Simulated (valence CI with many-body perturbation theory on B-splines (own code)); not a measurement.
Results of a calculation; reference values are marked as such.
## Eu32+: magnetic and hyperfine properties of the levels

Method: configuration interaction combined with many-body perturbation theory (CI+MBPT): three valence electrons over a frozen Dirac-Fock core [Ar] 3d10, radial functions for each j: 11 s, 11 p, 10 d, 8 f, 5 g, 2 h, with the one-electron correlation potential Σ1 (screened to all orders), the two-electron term Σ2, the three-electron term Σ3, Breit, model QED; selected single and double excitations, second order for the rest, scaled by the run's own slope (own B-spline code, finite nucleus).

No measured spectrum was set against this ion. As an estimate, large intervals hold to a few tenths of a per cent, small ones and those within an open d or f shell to about a per cent.

A/g_I is the dipole constant over the nuclear g factor μ/I (μ in nuclear magnetons, uniformly magnetised nucleus), B/Q the quadrupole constant per barn. Both hold the static response of the core; the bare values leave it out. Large factors of s and p1/2 electrons are usually good to 5 to 10 %; those of open d and f shells near neutrality can be off by tens of per cent, and small factors of p3/2, d and f electrons come from cancelling terms and can be off by a factor of two or in sign, in half-filled shells by more. B is blank for J = 1/2, where it vanishes, and for nearly pure S terms. Energies count from the lowest level.

Levels are named by their leading jj configuration (3d3/2^4 stands for four electrons in 3d with j = 3/2), which in mixed levels can hold well under half, so a name can repeat and another be missing. Letters in brackets count levels of one name in rising energy.

| Level | E (cm⁻¹) | g | A/g_I (MHz) | A/g_I bare | B/Q (MHz/b) | B/Q bare |
| --- | --- | --- | --- | --- | --- | --- |
| (4s^2 4p1/2) J=1/2 | 0 | 0.662 | 218000 | 210000 |  |  |
| (4s^2 4p3/2) J=3/2 | 331870 | 1.331 | 30800 | 29500 | 59200 | 56800 |
| (4s 4p1/2^2) J=1/2 | 563380 | 2.323 | 648000 | 623000 |  |  |
| (4s 4p1/2 4p3/2) J=3/2 [a] | 821490 | 1.679 | 171000 | 165000 | 48000 | 46100 |
| (4s 4p1/2 4p3/2) J=5/2 | 871460 | 1.390 | 198000 | 191000 | 27500 | 26400 |
| (4s 4p1/2 4p3/2) J=3/2 [b] | 946150 | 0.941 | -2650 | -2490 | 48900 | 47000 |
| (4s 4p1/2 4p3/2) J=1/2 | 971240 | 1.182 | -179000 | -171000 |  |  |
| (4s 4p3/2^2) J=5/2 | 1176900 | 1.399 | 156000 | 150000 | 24400 | 23500 |
| (4s^2 4d3/2) J=3/2 | 1283200 | 1.063 | -40100 | -38400 | -20700 | -19800 |
| (4s 4p3/2^2) J=1/2 | 1303700 | 1.823 | 689000 | 662000 |  |  |
| (4s 4p3/2^2) J=3/2 | 1357400 | 0.973 | -44400 | -42500 | 4890 | 4730 |
| (4s^2 4d5/2) J=5/2 | 1397000 | 1.203 | 20100 | 19800 | 19700 | 19100 |
| (4p1/2^2 4p3/2) J=3/2 | 1523500 | 1.335 | 26000 | 25400 | 54000 | 51900 |
| (4s 4p1/2 4d3/2) J=3/2 [a] | 1755300 | 0.565 | -60100 | -57600 | 11200 | 10900 |
| (4s 4p1/2 4d3/2) J=5/2 | 1777600 | 1.109 | 145000 | 140000 | -10400 | -9860 |
| (4p1/2 4p3/2^2) J=3/2 | 1804000 | 1.351 | -13300 | -12400 | -97.3 | -83.8 |
| (4p1/2 4p3/2^2) J=5/2 | 1829600 | 1.124 | 52300 | 50600 | 2430 | 2390 |
| (4s 4p1/2 4d3/2) J=1/2 | 1876700 | 0.367 | -258000 | -248000 |  |  |
| (4s 4p1/2 4d3/2) J=3/2 [b] | 1878700 | 1.337 | 104000 | 101000 | 8220 | 7910 |
| (4s 4p1/2 4d5/2) J=5/2 [a] | 1889600 | 1.433 | 109000 | 106000 | 14100 | 13600 |
| (4p1/2 4p3/2^2) J=1/2 | 1894000 | 0.657 | 201000 | 193000 |  |  |
| (4s 4p1/2 4d5/2) J=7/2 | 1896400 | 1.256 | 128000 | 123000 | -1030 | -824 |
| (4s 4p1/2 4d5/2) J=5/2 [b] | 1974300 | 0.959 | 11700 | 11500 | 32900 | 31800 |
| (4s 4p1/2 4d5/2) J=3/2 | 2004400 | 1.030 | -68000 | -64900 | 14900 | 14400 |
| (4s 4p3/2 4d3/2) J=3/2 [a] | 2134000 | 1.304 | 108000 | 104000 | -21400 | -20600 |
| (4s 4p3/2 4d3/2) J=5/2 [a] | 2143000 | 1.274 | 109000 | 105000 | 11700 | 11200 |
| (4s 4p3/2 4d3/2) J=1/2 [a] | 2143900 | 2.353 | 367000 | 353000 |  |  |
| (4s 4p3/2 4d5/2) J=9/2 | 2145300 | 1.331 | 91700 | 88600 | 72200 | 69400 |
| (4s 4p3/2 4d3/2) J=7/2 | 2153500 | 1.319 | 105000 | 101000 | 33900 | 32600 |
| (4s 4p3/2 4d3/2) J=3/2 [b] | 2162300 | 1.420 | 16700 | 16700 | -32200 | -31000 |
| (4s 4p3/2 4d3/2) J=3/2 [c] | 2218700 | 0.971 | -27700 | -26300 | -31300 | -30100 |
| (4s 4p3/2 4d5/2) J=5/2 [a] | 2220000 | 1.336 | 139000 | 134000 | -30200 | -29000 |
| (4s 4p3/2 4d3/2) J=5/2 [b] | 2251300 | 0.906 | -30000 | -28600 | 38300 | 36900 |
| (4s 4p3/2 4d5/2) J=7/2 [a] | 2274000 | 1.161 | 27000 | 26200 | 65900 | 63500 |
| (4s 4p3/2 4d5/2) J=7/2 [b] | 2279300 | 1.201 | 32600 | 31700 | 28000 | 27000 |
| (4s 4p3/2 4d3/2) J=1/2 [b] | 2290900 | 0.600 | 24500 | 24100 |  |  |
| (4s 4p3/2 4d5/2) J=1/2 | 2343900 | 0.674 | -149000 | -142000 |  |  |
| (4s 4p3/2 4d5/2) J=3/2 [a] | 2367200 | 1.308 | 148000 | 143000 | 17800 | 17200 |
| (4s 4p3/2 4d5/2) J=5/2 [b] | 2372100 | 1.138 | -46800 | -44500 | -25200 | -24200 |
| (4s 4p3/2 4d5/2) J=3/2 [b] | 2379800 | 1.087 | 17900 | 17500 | -47200 | -45300 |

(1) Take the isotope of mass number 153, with I = 5/2, μ = 1.5294 μN and Q = 2.41 b. What is the hyperfine structure of (4s 4p1/2 4p3/2) J=1/2?

Answers

(1) From the table A = -109000 MHz. Shifts from the centre of gravity in MHz: F = 2: 191000, F = 3: -136000.
